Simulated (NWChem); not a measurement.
## H$_{2}$ClGa in NWChem

```xyz
4

Ga     0.0000     0.0000     0.7120
H     -1.4237     0.0000     1.3741
H      1.4237     0.0000     1.3741
Cl     0.0000     0.0000    -1.4601
```
Charge 0, spin multiplicity 1.

Everything below was run with NWChem. All single points use one geometry, from PBE/def2-SVP, a minimum by its harmonic frequencies.

Symmetry labels belong to the abelian group C2v used in the runs, with the axes of the coordinates shown.

The Hamiltonian is non-relativistic. The structure started from a generated list of species.

Task: List the lowest 6 singlet excitations that CIS/def2-SVPD gives, with oscillator strengths.

Result: 
| state | symmetry | energy (eV) | wavelength (nm) | f |
|---|---|---|---|---|
| 1 | a2 | 6.40 | 194 | 0.000 |
| 2 | b2 | 7.88 | 157 | 0.029 |
| 3 | a1 | 8.09 | 153 | 0.029 |
| 4 | a2 | 8.10 | 153 | 0.000 |
| 5 | b1 | 8.31 | 149 | 0.057 |
| 6 | b2 | 8.90 | 139 | 0.101 |
